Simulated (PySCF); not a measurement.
[C4H12BO]-: core ionisation energies

Compound: C₄H₁₂BO (charge -1).
Bonds: C1–C2, C2–C3, C2–C4, C2–B5, B5–O6. Hydrogens: H7, H8, H9 on C1; H10, H11, H12 on C3; H13, H14, H15 on C4; H16, H17 on B5; H18 on O6.

Computed with delta-SCF UKS SCAN, pcX-2 on the ionised atom, pcseg-1 elsewhere, spin-free X2C (PySCF 2.14.0). Vertical ΔSCF values, vacuum level as zero.

Task: List the computed XPS lines with their assignment.

Result: 
```csv
atom(s),bonded to,level,binding energy (eV),above the level's lowest (eV),count
C1/C3/C4,C and 3 H,C 1s,285.83,+1.28,3
C2,3 C and B,C 1s,284.55,0.00,1
B5,"O, C and 2 H",B 1s,188.57,0.00,1
O6,H and B,O 1s,531.98,0.00,1
```

The listed C 1s values span 1.28 eV, from C2 (bonded to 3 C and B) to C1/C3/C4 (bonded to C and 3 H). Summing the Pauling electronegativity differences to the bonded atoms, each weighted by its formal bond order, gives -0.51 for the lowest site and -1.05 for the highest; the largest sum, -0.51, belongs to C2, 1.28 eV below the top. The smallest sum, -1.05, belongs to C1/C3/C4, 1.28 eV above the lowest.

Task: Which photon energy gives electrons from C 1s of C2 a kinetic energy of 150 eV, and what is their de Broglie wavelength?

Result: hν = 284.55 + 150 = 434.55 eV, recoil neglected; λ = 12.264 Å/√(E/eV) = 1.00 Å.

One atom of each set of topologically equivalent atoms was ionised and stands for the set; in this conformer not all members are related by symmetry, and their own values weren't computed. The species carries charge -1, so core ionisation leaves a neutral species. The basis sets have no added diffuse functions. Isolated species at its PBE0-D3(BJ)/def2-SVP geometry (one conformer only). The geometry's basis has no diffuse functions, a weakness for an anion.

Shape of the structure used: `[CH3:1][C:2]([CH3:3])([CH3:4])[BH2-:5][OH:6]`: C1–C2–B5–O6 62°, H–O6–B5–C2 -71°.
